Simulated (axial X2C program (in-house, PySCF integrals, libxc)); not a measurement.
# Worked dissociation energy of NaSe⁻: PBE0, spin-free

Calculated with an axial X2C code built on PySCF integrals. Spin-free means the one-electron spin-free X2C Hamiltonian. Basis: Se dyall-acv3z [9s10p7d5f1g], Na dyall-av3z [10s9p5d2f] (cores contracted in-house); Gaussian nuclei, density fitting, unrestricted open shells. Masses: Se 79.917 u, Na 22.990 u.

Molecular state: M_S = 0, Λ = 0 (closed shell).

- E(Se-) (2M_S = 1, M_L = 0): -2429.687275 hartree
- E(Na) (2M_S = 1, M_L = 0): -162.395986 hartree
- E(NaSe⁻) at Re: -2592.135981 hartree
- ωe: 291.3 cm⁻¹
- ωexe: 1.29 cm⁻¹

(1) Work out De and D0.

The state is one determinant whose occupation by symmetry is held fixed; it was picked as the lowest of a PBE0 search that is not exhaustive. The closed shell is kept restricted, so the energy runs too high when the bond is stretched far. De is counted from the lowest determinant-based energies of the atoms at the same level, without counterpoise correction. Other states lie close and PBE0, whose exact exchange favours high spin, may order them wrongly; the determinant shown need not be the ground state. The nearest other spin-free determinant of the search, M_S = 1, Λ = 1, lies 0.43 eV up at the distance of the search. The highest occupied level of some functionals is positive through self-interaction error; at Hartree–Fock it is bound. Spin-free De lacks the spin–orbit lowering of the heavy p-block atom, a tenth of an eV or more for 4p and 5p, up to an eV for 6p and one to two eV for 7p atoms, less what an open-shell molecule gains itself.

Each atomic determinant is the lowest at this level and need not be a pure term. Totals compare only within one Hamiltonian and basis.

Answers

(1) De = -2429.687275 + (-162.395986) − (-2592.135981) = 0.05272 hartree = 1.435 eV. The zero-point energy is ωe/2 − ωexe/4 = 145 cm⁻¹ = 0.018 eV, so D0 = 1.417 eV.
